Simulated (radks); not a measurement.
Results of a calculation; reference values are marked as such.
Species: Os III. Configuration: [Xe] 4f14 5d5 6d1 (not the ground configuration).

Level of theory: scalar-relativistic Kohn-Sham, SCAN, spin-polarised, spherical densities, finite nucleus; open shells are filled with parallel spins first (spin-orbit coupling, left out, can overturn this in heavy ions); meta-GGA in the generalised Kohn-Sham scheme; Fermi nuclear charge, rms radius 5.4126 fm (a radial shooting solver on a logarithmic mesh with Libxc functionals).

Energy parts (hartree):
| part | energy |
|---|---|
| total | -17251.8935 |
| kinetic | 19115.0687 |
| electron-nucleus | -42685.7749 |
| Hartree | 6657.8011 |
| exchange-correlation | -338.9884 |

Orbitals (lengths in bohr, moments of r in powers of bohr; <r^-3> diverges for s and p1/2; r(90%) holds 90 % of the orbital's charge):
orbital  occ.  eigenvalue (hartree)      <r^2>  <r^-3>  r(90%)       <r^4>
1s up       1             -2718.123  0.0004336       -  0.0323   5.128e-07
1s down     1             -2718.123  0.0004336       -  0.0323   5.128e-07
2s up       1             -475.1288   0.006637       -   0.116  0.00007622
2s down     1             -475.1202   0.006637       -   0.116  0.00007623
2p up       3             -413.7431   0.005532   21910   0.110  0.00006068
2p down     3             -413.7347   0.005532   21910   0.110  0.00006068
3s up       1             -111.6926    0.04290       -   0.284    0.002775
3s down     1             -111.6898    0.04290       -   0.284    0.002774
3p up       3             -93.55789    0.04384    4942   0.291    0.003017
3p down     3             -93.55414    0.04384    4942   0.291    0.003016
3d up       5             -73.25560    0.03642   625.0   0.274    0.002335
3d down     5             -73.24781    0.03642   625.0   0.274    0.002335
4s up       1             -24.49205     0.2102       -   0.619     0.06394
4s down     1             -24.47599     0.2102       -   0.619     0.06388
4p up       3             -18.51612     0.2396    1161   0.666     0.08531
4p down     3             -18.50089     0.2394    1160   0.666     0.08509
4d up       5             -11.06964     0.2769   127.2   0.732      0.1231
4d down     5             -11.05163     0.2763   127.3   0.731      0.1222
4f up       7              -2.83274     0.3848   22.85   0.912      0.3290
4f down     7              -2.80494     0.3762   23.05   0.901      0.3071
5s up       1              -4.37699      1.147       -    1.45       1.920
5s down     1              -4.24687      1.123       -    1.43       1.837
5p up       3              -2.86555      1.534   177.3    1.69       3.536
5p down     3              -2.70616      1.496   184.6    1.67       3.367
5d up       5              -1.12592      2.969   11.34    2.42       14.81
6d up       1              -0.33348      25.31   1.221    6.82       919.6

The highest occupied level is 6d up at -9.074 eV. Spin moment in Bohr magnetons: 6. The density falls to 0.001 e/bohr^3 at r = 4.70 bohr. The electron density at the nucleus is 1.788e+06 e/bohr^3 (large components only).

Empty levels of this run are not shown, since the potential may be unsettled where no density lies.
